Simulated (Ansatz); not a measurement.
Geometry optimisation, Ansatz 0.2.0, RKS PBE-D4/def2-SVP.

The input (input.yaml):

```yaml
crystal:
  periodic: [false, false, false]
  atoms:
    - { symbol: Ge, position_ang: [-1.68324, -0.085242, 0.267853] }
    - { symbol: "N", position_ang: [-0.612367, -0.506778, 1.76738] }
    - { symbol: H, position_ang: [-1.113, -0.579417, -1.10047] }
    - { symbol: H, position_ang: [-3.067276, -0.74518, 0.490109] }
    - { symbol: H, position_ang: [-1.80167, 1.458195, 0.25192] }
    - { symbol: H, position_ang: [1.084621, -0.075521, 0.223737] }
    - { symbol: Si, position_ang: [1.657839, 0.33926, -1.047659] }
    - { symbol: H, position_ang: [0.144571, 0.168247, 1.908144] }
    - { symbol: H, position_ang: [-0.189622, -1.441054, 1.722838] }
    - { symbol: H, position_ang: [3.089683, 0.764947, -0.858633] }
    - { symbol: H, position_ang: [0.879102, 1.502272, -1.59745] }
    - { symbol: H, position_ang: [1.611359, -0.799629, -2.02777] }
basis:
  gaussian: { orbitals: def2-SVP }
hamiltonian:
  xc: pbe
  dispersion: d4
relax:
  f_tol: 0.03
  max_steps: 50
output:
  orbitals: {}
```

Launched with:

```bash
$ ansatz run input.yaml --threads 2 --pin off --max-ram 3072MiB --backend cpu --events-out ev --progress --plain --runs-dir out
```

Q: Where does it end, and by what steps?

A: The run converged. After 8 steps the energy has fallen by 0.168 eV; H9 moved furthest, 0.51 Å.

```csv
step,energy less start (eV),largest force component (eV/Å),accepted
0,0.0000,0.970,yes
1,-0.1302,0.294,yes
2,-0.1558,0.366,yes
3,-0.1355,0.619,no
4,-0.1629,0.240,yes
5,-0.1639,0.128,yes
6,-0.1657,0.160,yes
7,-0.1672,0.042,yes
8,-0.1676,0.013,yes
```

```xyz
12
Properties=species:S:1:pos:R:3
Ge -1.823 -0.109 0.366
N -0.852 -0.461 1.913
H -1.125 -0.514 -0.976
H -3.154 -0.894 0.488
H -2.082 1.418 0.350
H 1.562 -0.088 0.158
Si 1.922 0.391 -1.223
H 0.029 0.066 1.946
H -0.609 -1.455 2.005
H 3.363 0.818 -1.235
H 1.049 1.558 -1.588
H 1.720 -0.728 -2.205
```

Whether the end is a true minimum wasn't checked by a vibrational analysis.

Run time: 20 s on 2 threads of Arm Neoverse V1 (shared host), peak memory 0.15 GiB.
